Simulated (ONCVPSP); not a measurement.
# How hard is this rhodium ONCV potential?

Rh (Z = 45), optimised norm-conserving Vanderbilt (ONCV), made with ONCVPSP 4.0.1 (PBE, scalar-relativistic). Core [Ar] 3d10, reference 4s2 4p6 4d8 5s0.5 (charge +0.5). Waves: 4s+5s: rc 1.55 bohr, ncon 3, nbas 8, qcut 8.6 1/bohr, 2 projectors; 4p: rc 1.20 bohr, ncon 4, nbas 8, qcut 6.8 1/bohr, 2 projectors, debl 3.6 Ha; 4d: rc 1.90 bohr, ncon 4, nbas 8, qcut 9.9 1/bohr, 2 projectors, debl 1.9 Ha. Local part: polynomial inside 1.10 bohr (lpopt 5, dvloc0 1 Ha). Core correction: Teter function, fcfact 2, rcfact 1.7.

Question: For each optimised wave give the share of its norm inside rc, the residual kinetic energy above qcut (Ha) and the cutoffs (Ha) for errors of 10, 1, 0.1 and 0.01 mHa per electron.

Answer:

```json
{"wave": "4s", "norm inside rc": "0.941", "residual KE": "3.9e-07", "10 mHa": "18.9", "1 mHa": "24.6", "0.1 mHa": "28.8", "0.01 mHa": "32.5"}
{"wave": "5s", "norm inside rc": "0.049", "residual KE": "2.1e-07", "10 mHa": "13.7", "1 mHa": "21.6", "0.1 mHa": "27.2", "0.01 mHa": "31.4"}
{"wave": "4p", "norm inside rc": "0.665", "residual KE": "4.2e-03", "10 mHa": "12.5", "1 mHa": "78.0", "0.1 mHa": "139.6", "0.01 mHa": "182.8"}
{"wave": "p projector 2", "norm inside rc": "0.046", "residual KE": "1.4e-03", "10 mHa": "11.1", "1 mHa": "25.2", "0.1 mHa": "57.2", "0.01 mHa": "130.5"}
{"wave": "4d", "norm inside rc": "0.743", "residual KE": "3.5e-09", "10 mHa": "20.5", "1 mHa": "26.7", "0.1 mHa": "32.1", "0.01 mHa": "36.6"}
{"wave": "d projector 2", "norm inside rc": "0.100", "residual KE": "2.2e-09", "10 mHa": "19.1", "1 mHa": "25.9", "0.1 mHa": "31.9", "0.01 mHa": "36.8"}
```

The occupied waves need 78 Ha and 140 Ha for 1 and 0.1 mHa.
